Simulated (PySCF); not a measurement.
## Vibration and rotation of BeB

BLYP constants of BeB, ⁴Σ⁻ (quartet), unpaired electrons σ ↑, π ↑↑ (Be STO-3G, B STO-3G; no relativity (PySCF 2.14); masses 9.0122 and 11.0093 u):

* ωe: 1092.2 cm⁻¹
* ωexe: 6.09 cm⁻¹
* Be: 1.241 cm⁻¹
* αe: 0.0107 cm⁻¹
* De to Be + B: 2.17 eV

Question: What force constant and bond length do these constants imply?

Answer: Reduced mass μred = 4.9556 u; k = 5.8918×10⁻⁷·μred·ωe² (u, cm⁻¹, mdyn/Å) = 3.48 mdyn/Å; Re = √(16.8576/(μred·Be)) (u, cm⁻¹, Å) = 1.656 Å.

Question: Estimate the centrifugal constant D from the Kratzer relation and find the Dunham coefficient a1.

Answer: D = 4Be³/ωe² = 6.41e-06 cm⁻¹; a1 = −1 − αeωe/(6Be²) = -2.26.

STO-3G is very small, so such numbers show the basis as much as the molecule. The state is the lowest determinant that a PBE0 search found; another state may lie lower at other levels.
